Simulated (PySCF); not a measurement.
Species: C5H8O4.
Numbering: `[CH3:1][C:2](=[O:3])[O:4][CH:5]1[O:6][CH2:7][CH2:8][O:9]1`

Definitions: NICS(0) = −σiso at the ring centroid; NICS(1) = −σiso and NICS(1)zz = −σzz at ±1 Å along the ring normal z. Level: GIAO PBE0/pcSseg-1 (PySCF, non-relativistic, gas phase) on the GFN2-xTB geometry, one conformer.

Ring bond lengths (Å), with Mayer bond orders in brackets: C5–O6 1.375 (1.03), O6–C7 1.422 (0.91), C7–C8 1.544 (1.03), C8–O9 1.422 (0.91), O9–C5 1.375 (1.03).

Task: What do the NICS probes read (ppm)?

Result: 
```json
{"ring": "C5–O6–C7–C8–O9", "type": "5-membered ring with 2 O; formal bonds all single", "NICS(0)": "-10.4", "NICS(1), two faces": "-4.1 / -3.2", "NICS(1)zz, two faces": "-10.8 / -8.6", "rms pucker (Å)": "0.13", "centre to ring atoms, mean (Å)": "1.20"}
```

Task: What can be read from them?

Result: 
- C5–O6–C7–C8–O9: mean NICS(1)zz -9.7 ppm, shielded. C5, C7, C8 have four or more neighbours, and the NICS criterion for π rings isn't applied. NICS(0) lies 7 ppm below the mean NICS(1).

Task: At the first NICS(1) probe listed for ring C5–O6–C7–C8–O9, 1 Å off the ring, how large is the induced field along the normal in 1 T applied along it?

Result: NICSzz × B0 = -10.8 ppm × 1 T = -11 μT, against the applied field.

Task: Give the inner angles of the rings and the Hirshfeld charges of the ring atoms.

Result: 
- C5–O6–C7–C8–O9: C5 107.8° (+0.164 e), O6 106.5° (-0.151 e), C7 103.8° (+0.001 e), C8 103.8° (+0.001 e), O9 106.6° (-0.150 e); sum 528.5° against 540° for a flat convex ring.

Task: How shielded are the nuclei of the rings and their hydrogens (means over atoms taken as equivalent)?

Result: 
```
       atoms                               environment  σ isotropic (ppm)
          C5  sp3 carbon bearing three or more oxygens               73.4
     O6 (×2)                       cyclic ether oxygen              232.0
     C7 (×2)                sp3 carbon bound to oxygen              120.5
     H on C5                          methine hydrogen              24.18
H on C7 (×2)                        methylene hydrogen              27.48
H on C7 (×2)                        methylene hydrogen              27.50
```

The run took 30 s on Arm Neoverse V1, one thread (shared host). This is the whole shielding run at PBE0/pcSseg-1, SCF included.
